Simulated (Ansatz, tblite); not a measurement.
Species of one formula, Al14P13Cl3 (singlet), each relaxed with PBE-D4/def2-SVP in Ansatz.

The xTB rows come from tblite. Correlated methods freeze 150 core orbitals. Single mean-field runs in def2-SVP, def2-TZVP are fitted with def2-universal-jkfit.

Run but left out: HF/STO-3G, BHLYP-D4/def2-TZVP (A: restricted singlet, unstable in another Hartree–Fock run and untested here); HF/def2-SVP (A: restricted singlet, unstable towards broken spin symmetry).

A: The restricted singlet is unstable towards broken spin symmetry in Hartree–Fock (as tested in another run); at PBE-D4/def2-SVP, PBE-D4/def2-TZVP, r2SCAN-D4/def2-TZVP, PBE0-D4/def2-SVP and others this wasn't settled. At MP2/def2-SVP the restricted singlet (for correlated methods, its reference) is unstable: a solution with broken spin symmetry lies lower.

Other spin states weren't relaxed.

A:

```xyz
30

Al    0.340   -3.302   -0.829
Al   -1.096   -0.081   -3.035
Al   -2.628   -2.003   -0.829
Al   -3.560    0.659   -1.516
Al    2.812   -0.088   -1.176
Al    2.519   -2.451    1.363
Al   -0.341   -3.298    1.699
Al    3.067    0.014    2.120
Al    1.656    1.747   -2.861
Al   -1.563    2.666   -1.914
Al    1.557    2.375    0.694
Al   -0.653   -0.054    0.228
Al    0.213    1.004    3.254
Al   -2.438    1.809    2.044
Cl    3.386   -1.793    3.566
Cl    3.123    0.037   -3.568
Cl   -4.113    3.055    1.580
P    -1.769   -3.982   -0.075
P    -3.120   -1.222   -2.960
P     1.583   -4.457    0.854
P     4.158   -1.111    0.378
P    -0.354    2.006   -3.862
P     3.008    2.288   -1.096
P     0.581   -1.055   -1.619
P    -3.022   -0.247    0.640
P     0.487   -1.104    2.057
P    -0.714    2.356    0.322
P    -3.713    2.663   -2.525
P     2.313    2.045    2.878
P    -1.719    1.524    4.189
```

B:

```xyz
30

Al   -0.5404   -5.6061   -3.1541
Al   -1.0968   -3.4879    0.4910
Al   -1.9887   -0.2168   -0.3771
Al   -1.5193    2.6477    1.7413
Al   -1.1069    5.5151    0.5565
Al   -0.4253   -2.7620   -2.4941
Al   -0.5868    2.7676   -1.2199
Al    0.2367   -5.7326   -0.7071
Al   -0.1693   -0.8260    2.0421
Al    1.0555    3.5675    3.1544
Al    1.8375   -3.0559   -0.0509
Al    1.0665   -0.5686   -1.2980
Al    1.6836    1.3574    1.1245
Al    1.8681    3.7889   -0.1713
Cl   -0.6111   -3.9638   -4.6872
Cl   -2.7467    6.7826    0.0994
Cl    1.5823    3.8716    5.2000
P     0.9060   -7.1067   -2.3873
P    -1.8319   -4.4573   -1.5036
P    -2.2262   -1.7134    1.4612
P    -2.5939    2.0548   -0.2487
P    -1.0215    4.6867    2.6909
P    -1.0726   -0.5422   -2.4428
P     0.2110    4.9939   -1.2764
P     0.7849   -4.6482    1.2925
P    -0.0454    1.2883    2.9018
P     1.9342   -2.5790   -2.2731
P     1.9438   -1.0474    1.1404
P     1.5103    1.7508   -1.3658
P     2.9625    3.2411    1.7617
```

Problem. Estimate which lies lowest at each level, and how far above it the others are (eV).

Solution. 
```tsv
level	A	B
GFN1-xTB	0.00	0.67
GFN2-xTB	0.97	0.00
PBE-D4/def2-SVP	0.61	0.00
PBE-D4/def2-TZVP	0.83	0.00
r2SCAN-D4/def2-TZVP	1.20	0.00
PBE0-D4/def2-SVP	0.87	0.00
PBE0-D4/def2-TZVP	1.11	0.00
MP2/def2-SVP	1.12	0.00
```
Point groups (tolerance 0.1 Å): A not assigned, B not assigned. From def2-SVP to def2-TZVP the PBE0 values move by up to 0.23 eV, so results in the small set are rough.
